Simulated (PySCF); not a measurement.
5-ethenylidene-2H-furan (C₆H₆O), SMILES C1(C=CCO1)=C=C.

Geometry: PBE-D3(BJ)/def2-SVP. Other conformers were not sampled.

Level of theory: PySCF with TDDFT-CAM-B3LYP/def2-SVPD.

Vertical excitations. The molecule is in vacuum. State labels are in the subgroup Cs.

```tsv
state	symmetry	energy (eV)	λ (nm)	f	main pairs
S1	A"	4.28	290	0.000	HOMO→LUMO+1 91 %
S2	A'	4.95	250	0.437	HOMO→LUMO 97 %
S3	A"	5.79	214	0.001	HOMO→LUMO+2 81 %
S4	A"	6.06	205	0.000	HOMO−1→LUMO 91 %
S5	A"	6.45	192	0.000	HOMO→LUMO+3 88 %
S6	A"	6.82	182	0.010	HOMO→LUMO+4 93 %
S7	A'	7.07	175	0.081	HOMO→LUMO+6 60 %, HOMO−2→LUMO 20 %, HOMO−1→LUMO+1 14 %
S8	A"	7.12	174	0.009	HOMO→LUMO+5 81 %
S9	A'	7.13	174	0.177	HOMO−2→LUMO 73 %, HOMO−1→LUMO+1 14 %
S10	A'	7.57	164	0.255	HOMO−1→LUMO+1 39 %, HOMO−1→LUMO+3 26 %, HOMO−1→LUMO+2 16 %, HOMO→LUMO+6 13 %
T1	A'	2.98	416	0	HOMO→LUMO 89 %
T2	A"	3.92	317	0	HOMO→LUMO+1 90 %
T3	A'	4.41	281	0	HOMO−1→LUMO+1 84 %
T4	A'	4.77	260	0	HOMO−2→LUMO 59 %, HOMO→LUMO+6 24 %
```
Triplets are in the Tamm–Dancoff approximation, which puts them higher than full response would, so one can lie above its singlet here.
